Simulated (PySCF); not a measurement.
Level of theory: delta-SCF UKS SCAN, pcX-2 on the ionised atom, pcseg-1 elsewhere, spin-free X2C in PySCF. Geometries: PBE0-D3(BJ)/def2-SVP; isolated species, one conformer each. Values against the vacuum level.

Problem. Order these sites by rising C 1s binding energy.
A. C1 in `[CH2:1]=[CH:2][c:3]1[cH:4][cH:5][cH:6][s:7]1`
B. C4 in `[CH3:1]/[N:2]=[CH:3]\[C:4]#[N:5]`
C. C2 in `[SH:1][c:2]1[cH:3][cH:4][cH:5][cH:6][cH:7]1`
D. C1 in `[CH:1]#[C:2][CH2:3][CH2:4][Cl:5]`

Solution. A (289.71 eV), D (290.56 eV), C (291.09 eV), B (292.73 eV).

The highest is bonded to N (triple bond) and C, the lowest to C (double bond) and 2 H; the range is 3.02 eV.

1 of these hole states is spin-contaminated (⟨S²⟩ 0.88, against 0.75; counted from 0.85) and less certain.
